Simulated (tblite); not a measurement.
Run record: tight-binding relaxation, `FC(F)(F)S(=O)(=O)[SiH2][SiH3]`.

Computed with GFN2-xTB geometry optimisation, gas phase (tblite 0.8.0). Start geometry: from a force field or distance geometry. A driver script takes a list of jobs; this job's settings line and coordinates (Å) are shown.

Input:
```
{"job": {"kind": "relax", "xc": "GFN2-xTB", "basis": "xTB"}, "charge": 0, "multiplicity": 1}
O     -0.461900     1.459000    -0.800600
S     -0.801800     0.651900     0.431200
O     -0.681000     1.609700     1.594700
Si     0.618900    -0.890500     0.547800
Si     2.575000    -0.022400    -0.088900
C     -2.479800     0.071700     0.462200
F     -2.769600    -0.779600    -0.597700
F     -3.272900     1.186800     0.278900
F     -2.821100    -0.451500     1.688400
H      0.763200    -1.433000     1.907900
H      0.320300    -2.018500    -0.363800
H      3.102900    -0.719600    -1.301000
H      2.383000     1.386700    -0.501000
H      3.524100    -0.051200     0.999800
```

Task: Give the output.

Result: 
```
step      E/eV     max force
  0    -915.96532    6.585
  1    -916.68936    2.042
  2    -916.82131    0.796
  3    -916.96206    0.901
  4    -917.03051    0.997
  5    -917.06908    0.668
  6    -917.10561    0.605
  7    -917.14665    0.778
  8    -917.18575    0.530
  9    -917.21053    0.413
... (30 lines left out)
 40    -917.26876    0.030
 41    -917.26884    0.027
 42    -917.26893    0.030
 43    -917.26902    0.026
 44    -917.26909    0.022
 45    -917.26913    0.021
 46    -917.26917    0.025
 47    -917.26920    0.021
 48    -917.26923    0.011
 49    -917.26924    0.007
```

«max force» is the largest atomic force in eV/Å.

Main results: energy lowered by 30.1 kcal/mol over 49 steps; largest atomic force 0.007 eV/Å at the end.

Task: Give the final coordinates.

Result: 0.185 Å rms from the input after alignment:
```
atom  x, y, z in Å
O1    -0.4577    1.2411   -0.8447
S2    -0.6851    0.6554    0.4591
O3    -0.5118    1.5157    1.6049
Si4    0.7277   -1.0286    0.5743
Si5    2.6435    0.0873   -0.1397
C6    -2.5141    0.1537    0.4504
F7    -2.6712   -0.7400   -0.5361
F8    -3.3745    1.1406    0.2837
F9    -2.7822   -0.4784    1.5990
H10    0.4288   -1.4555    1.9445
H11   -0.0100   -1.9605   -0.2851
H12    3.1925   -0.6383   -1.2963
H13    2.3687    1.4759   -0.4941
H14    3.6448    0.0312    0.9381
```

Time: 0.38 s. Hardware: one thread, Intel Xeon 6975P-C (x86_64), no GPU (shared host).
Labels such as C1 count atoms from 1, the log's own numbers from 0.
